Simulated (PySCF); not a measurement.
C$_{2}$H$_{7}$FSn (SMILES [CH3][SnH]([CH3])[F]), singlet, geometry from GFN2-xTB (such geometries of metal compounds can be far from the true shape) (core potentials on Sn); DF-CAMB3LYP/def2-SVP (PySCF).

Input for PySCF:
```python
from pyscf import gto, scf, dft

mol = gto.Mole()
mol.atom = '''
    Sn   -0.04614522    0.01783271   -0.24840759
    C     1.82671804   -1.05503885    0.04043395
    C    -1.83780023   -0.72028157    0.74520163
    F     0.29391559    1.70236118    0.71964315
    H    -0.29256729    0.63964027   -1.82505872
    H     1.84615261   -1.96117841   -0.55343914
    H     2.65596152   -0.41723804   -0.24348110
    H     1.91396609   -1.30703764    1.09241178
    H    -2.58811669    0.06181357    0.76507080
    H    -2.23244659   -1.58859444    0.23096544
    H    -1.57443571   -0.98836877    1.76330838
'''
mol.basis = 'def2-svp'
mol.ecp = {'Sn': 'def2-svp'}
mol.verbose = 4
mol.max_memory = 1800
mol.build()

mf = dft.RKS(mol)
mf.xc = 'camb3lyp'
mf = mf.density_fit(auxbasis='def2-universal-jkfit')
mf.kernel()
```

What the program printed (banner, timings and long lists left out):

```
PySCF version 2.14.0

[INPUT] verbose = 4
[INPUT] num. atoms = 11
[INPUT] num. electrons = 50
[INPUT] charge = 0
[INPUT] spin (= nelec alpha-beta = 2S) = 0
[INPUT] symmetry False subgroup None
[INPUT] Mole.unit = angstrom
[INPUT] Symbol           X                Y                Z      unit          X                Y                Z       unit  Magmom
[INPUT]  1 Sn    -0.046145220000   0.017832710000  -0.248407590000 AA   -0.087201827758   0.033698937959  -0.469422312363 Bohr   0.0
[INPUT]  2 C      1.826718040000  -1.055038850000   0.040433950000 AA    3.451996802402  -1.993734477276   0.076409091634 Bohr   0.0
[INPUT]  3 C     -1.837800230000  -0.720281570000   0.745201630000 AA   -3.472939106363  -1.361134899872   1.408226988279 Bohr   0.0
[INPUT]  4 F      0.293915590000   1.702361180000   0.719643150000 AA    0.555419968840   3.216996395291   1.359928460919 Bohr   0.0
[INPUT]  5 H     -0.292567290000   0.639640270000  -1.825058720000 AA   -0.552872051106   1.208744928543  -3.448861142049 Bohr   0.0
[INPUT]  6 H      1.846152610000  -1.961178410000  -0.553439140000 AA    3.488722817051  -3.706090076310  -1.045848401215 Bohr   0.0
[INPUT]  7 H      2.655961520000  -0.417238040000  -0.243481100000 AA    5.019039870184  -0.788465624350  -0.460112595508 Bohr   0.0
[INPUT]  8 H      1.913966090000  -1.307037640000   1.092411780000 AA    3.616871721805  -2.469943174098   2.064359079449 Bohr   0.0
[INPUT]  9 H     -2.588116690000   0.061813570000   0.765070800000 AA   -4.890831722516   0.116810718082   1.445774277902 Bohr   0.0
[INPUT] 10 H     -2.232446590000  -1.588594440000   0.230965440000 AA   -4.218712642819  -3.002008414607   0.436461425840 Bohr   0.0
[INPUT] 11 H     -1.574435710000  -0.988368770000   1.763308380000 AA   -2.975252292635  -1.867746285373   3.332169911350 Bohr   0.0

nuclear repulsion = 209.791042103056
number of shells = 49
number of NR pGTOs = 182
number of NR cGTOs = 103
basis = def2-svp
ecp = {'Sn': 'def2-svp'}

******** <class 'pyscf.df.df_jk.DFRKS'> ********
method = DFRKS
initial guess = minao
damping factor = 0
level_shift factor = 0
DIIS = <class 'pyscf.scf.diis.CDIIS'>
diis_start_cycle = 1
diis_space = 8
diis_damp = 0
SCF conv_tol = 1e-09
SCF conv_tol_grad = None
SCF max_cycles = 50
direct_scf = False
XC library pyscf.dft.libxc version 7.1.2
    S. Lehtola, C. Steigemann, M. J. T. Oliveira, and M. A. L. Marques,  SoftwareX 7, 1–5 (2018)
XC functionals = camb3lyp
    T. Yanai, D. P. Tew, and N. C. Handy,  Chem. Phys. Lett. 393, 51 (2004)
radial grids:
    Treutler-Ahlrichs [JCP 102, 346 (1995); DOI:10.1063/1.469408] (M4) radial grids

becke partition: Becke, JCP 88, 2547 (1988); DOI:10.1063/1.454033
pruning grids: <function nwchem_prune>
grids dens level: 3
symmetrized grids: False
atomic radii adjust function: <function treutler_atomic_radii_adjust>
small_rho_cutoff = 0
Set gradient conv threshold to 3.16228e-05
Initial guess from minao.
tot grids = 133112
******** <class 'pyscf.df.df.DF'> ********
auxbasis = def2-universal-jkfit
Create RSH-DF object <pyscf.df.df.DF object> for omega=0.33
******** <class 'pyscf.df.df.DF'> ********
auxbasis = auxmol.basis = def2-universal-jkfit
init E= -371.163235284543
  HOMO = -0.780185812985237  LUMO = -0.606425769353645  gap/eV = 4.72825
cycle= 1 E= -393.141832525655  delta_E=  -22  |g|= 2.34  |ddm|= 7.21
  HOMO = -0.101900125494006  LUMO = 0.0847522234152875  gap/eV = 5.07907
cycle= 2 E= -393.702901671566  delta_E= -0.561  |g|= 1.91  |ddm|= 5.68
  HOMO = -0.314101037967154  LUMO = 0.0505473859587636  gap/eV = 9.92259
cycle= 3 E= -394.340047632253  delta_E= -0.637  |g|= 0.143  |ddm|= 1.93
  HOMO = -0.352324908906187  LUMO = 0.0250086067830395  gap/eV = 10.26777
cycle= 4 E= -394.340705403224  delta_E= -0.000658  |g|= 0.145  |ddm|= 0.225
  HOMO = -0.351032755218881  LUMO = 0.0316600081306326  gap/eV = 10.41360
cycle= 5 E= -394.344514703223  delta_E= -0.00381  |g|= 0.0225  |ddm|= 0.122
  HOMO = -0.347636415163112  LUMO = 0.0336020085030988  gap/eV = 10.37403
cycle= 6 E= -394.344599837233  delta_E= -8.51e-05  |g|= 0.00636  |ddm|= 0.0202
  HOMO = -0.348439371885969  LUMO = 0.0335385997311342  gap/eV = 10.39415
cycle= 7 E= -394.344610950634  delta_E= -1.11e-05  |g|= 0.00146  |ddm|= 0.00746
  HOMO = -0.348438795309907  LUMO = 0.0334434926295835  gap/eV = 10.39155
cycle= 8 E= -394.344611596091  delta_E= -6.45e-07  |g|= 0.000127  |ddm|= 0.00192
  HOMO = -0.348448253562636  LUMO = 0.0334366211803925  gap/eV = 10.39162
cycle= 9 E= -394.344611603596  delta_E= -7.51e-09  |g|= 1.69e-05  |ddm|= 0.000338
  HOMO = -0.348448729501518  LUMO = 0.0334361382561461  gap/eV = 10.39162
cycle= 10 E= -394.344611603784  delta_E= -1.87e-10  |g|= 2.8e-06  |ddm|= 5.33e-05
  HOMO = -0.348448646113352  LUMO = 0.0334363463974903  gap/eV = 10.39162
Extra cycle  E= -394.344611603787  delta_E= -2.84e-12  |g|= 1.04e-06  |ddm|= 6.32e-06
converged SCF energy = -394.344611603787
```
